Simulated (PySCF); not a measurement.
## Computed properties of CH4ClFOSi2, SMILES O=C([SiH2]F)[SiH2]Cl

CH4ClFOSi2, SMILES O=C([SiH2]F)[SiH2]Cl. The structure is a stationary point at PBE0-D3(BJ)/def2-SVP. The structure was generated by enumeration, and PubChem lists no compound with its InChIKey, so it may never have been made. One conformer was computed; it need not be the lowest. All values are computed for the isolated molecule unless a solvent is named; none is compared with measurement here.

**Structure.** All 24 harmonic modes at PBE0-D3(BJ)/def2-SVP (PySCF) are real, so it is a minimum. With heavy atoms numbered as in [O:1]=[C:2]([SiH2:3][F:4])[SiH2:5][Cl:6], the shortest bond between them is O1–C2 at 1.214 Å and the longest Si5–Cl6 at 2.071 Å.

**Vibrations.** The strongest infrared lines (harmonic, unscaled, degenerate partners summed) lie at 821 cm⁻¹ (246 km/mol, H 81 %, Si 10 %), 887 cm⁻¹ (152 km/mol, H 55 %, C 37 %), 923 cm⁻¹ (129 km/mol, H 40 %, Si 26 %, F 17 %, C 16 %). The softest mode is at 35 cm⁻¹ and the zero-point energy is 29.9 kcal/mol.

**Electronic structure.** HF/def2-TZVP (PySCF) places the frontier levels at -10.28 and 1.55 eV, a gap of 11.83 eV, and gives a dipole moment of 0.62 D and a mean polarisability of 69.2 bohr³. PBE/def2-TZVP (PySCF) at the same geometry gives -5.59 and -3.57 eV, so its gap is 9.81 eV narrower. An orbital gap is neither the optical nor the fundamental gap.

**Excitations.** TDDFT-B3LYP/def2-SVPD (PySCF) has S1 at 2.44 eV (507 nm, f = 0.000, dark); the most intense of the 10 singlets computed lies at 6.42 eV (f = 0.22). T1 (TDA) is at 1.80 eV. TDDFT-PBE/def2-SVPD (PySCF) puts S1 at 2.32 eV.

**NMR.** GIAO shifts at PBE0/pcSseg-1 (PySCF) (non-relativistic, atoms alike by connectivity averaged): ¹³C at 303.0 ppm against TMS; ¹H from 5.1 to 5.3 ppm against TMS; ²⁹Si from -35.8 to -31.5 ppm against TMS; ¹⁹F at -230.8 ppm against CFCl3. Without spin–orbit terms, shifts of atoms bonded to Cl or Br come out too high.

**Solvation.** SMD-PBE0/def2-SVP (PySCF) gives 0.3 kcal/mol in water, -3.8 kcal/mol in ethylethanoate, -3.5 kcal/mol in acetonitrile (1 M in both phases, gas-phase geometry).
